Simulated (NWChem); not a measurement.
System: CH5NOSn, singlet; SMILES C[O][Sn][NH2]

```xyz
9

Sn     0.2634    -0.6210     0.0000
O      0.7653     1.3569     0.0000
C     -0.1542     2.4134     0.0000
H     -0.8237     2.4194     0.8976
H      0.3912     3.3852     0.0000
H     -0.8237     2.4194    -0.8976
N     -1.7728    -0.2976     0.0000
H     -2.2296     0.6198     0.0000
H     -2.4696    -1.0483     0.0000
```
Atoms are numbered in this order, from 1.

All runs: NWChem. Low-valent species are run as closed-shell singlets; no triplet was tried in these runs. Structure relaxed at the PBE-D3(BJ)/def2-SVP level. def2 effective core potentials on Sn; no spin-orbit coupling. Total energies of different functionals are on different scales.

| level | energy (Ha) | highest occupied level (eV) | orbital gap (eV) | dipole (D) |
|---|---|---|---|---|
| B3LYP/def2-SVP | -385.3528 | -6.61 | 4.90 | 2.19 |
| PBE/def2-SVP | -385.0758 | -5.48 | 3.34 | 2.18 |
| BLYP/def2-SVP | -385.1744 | -5.32 | 3.28 | 2.15 |
| PW6B95/def2-SVP | -385.6007 | -6.98 | 5.52 | 2.20 |
| LRC-wPBEh/def2-SVP | -385.1221 | -8.75 | 8.86 | 2.22 |
| PBE0/def2-SVP | -385.0865 | -6.90 | 5.38 | 2.22 |
| RPBE/def2-SVP | -385.3392 | … | 3.35 | 2.14 |
| MPW1K/def2-SVP | -385.3006 | -7.98 | 6.89 | 2.25 |
| LDA (Slater exchange, VWN5)/def2-SVP | -383.5809 | -5.63 | 3.31 | 2.29 |
| N12/def2-SVP | -385.7846 | -5.31 | 3.36 | 2.19 |

**Question.** Fill in the missing entries.

**Answer.** 
- RPBE/def2-SVP, highest occupied level (eV): -5.43
